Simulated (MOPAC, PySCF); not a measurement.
C2H5NO, SMILES `C=C(N)O`, neutral singlet in the gas phase. 

Cartesian coordinates (Å):
```xyz
9

C     -1.3017    -0.2787     0.0157
C     -0.0524     0.1432    -0.1750
N      1.0615    -0.1804     0.6076
O      0.2551     1.0042    -1.1901
H     -1.5190    -1.0550     0.7334
H     -2.1116     0.1487    -0.5539
H      0.8393    -0.7768     1.3913
H      1.8334    -0.5592     0.0717
H      0.9954     1.5540    -0.9007
```
Charge 0, multiplicity 1.

All levels are single points at this geometry (B3LYP-D3(BJ)/def2-TZVP); Pople sets use spherical d functions. Orbital energies aren't observables, and empty levels follow the basis.

```json
[
 {"level": "B3LYP-D3(BJ)/def2-TZVP in PySCF", "HOMO (eV)": "-5.97", "LUMO (eV)": "0.44", "gap (eV)": "6.41", "dipole (D)": "2.36", "vertical IE, Delta-SCF (eV)": "–"},
 {"level": "PBE-D3(BJ)/def2-TZVP in PySCF", "HOMO (eV)": "-4.98", "LUMO (eV)": "-0.03", "gap (eV)": "4.96", "dipole (D)": "2.36", "vertical IE, Delta-SCF (eV)": "–"},
 {"level": "B3LYP/6-311+G** in PySCF", "HOMO (eV)": "-6.06", "LUMO (eV)": "-0.33", "gap (eV)": "5.72", "dipole (D)": "2.37", "vertical IE, Delta-SCF (eV)": "–"},
 {"level": "BP86/6-31G* in PySCF", "HOMO (eV)": "-4.62", "LUMO (eV)": "0.75", "gap (eV)": "5.37", "dipole (D)": "2.40", "vertical IE, Delta-SCF (eV)": "–"},
 {"level": "SVWN5/6-31G* in PySCF", "HOMO (eV)": "-4.63", "LUMO (eV)": "0.68", "gap (eV)": "5.31", "dipole (D)": "2.46", "vertical IE, Delta-SCF (eV)": "8.26"},
 {"level": "HF/3-21G in PySCF", "HOMO (eV)": "-8.62", "LUMO (eV)": "6.01", "gap (eV)": "14.63", "dipole (D)": "2.63", "vertical IE, Delta-SCF (eV)": "–"},
 {"level": "HF/6-31G* in PySCF", "HOMO (eV)": "-8.63", "LUMO (eV)": "5.76", "gap (eV)": "14.39", "dipole (D)": "2.46", "vertical IE, Delta-SCF (eV)": "7.33"},
 {"level": "HF/STO-3G in PySCF", "HOMO (eV)": "-6.85", "LUMO (eV)": "9.30", "gap (eV)": "16.15", "dipole (D)": "1.98", "vertical IE, Delta-SCF (eV)": "–"},
 {"level": "PM3 in MOPAC", "HOMO (eV)": "-9.04", "LUMO (eV)": "1.15", "gap (eV)": "10.19", "dipole (D)": "1.82", "vertical IE, Delta-SCF (eV)": "–"}
]
```
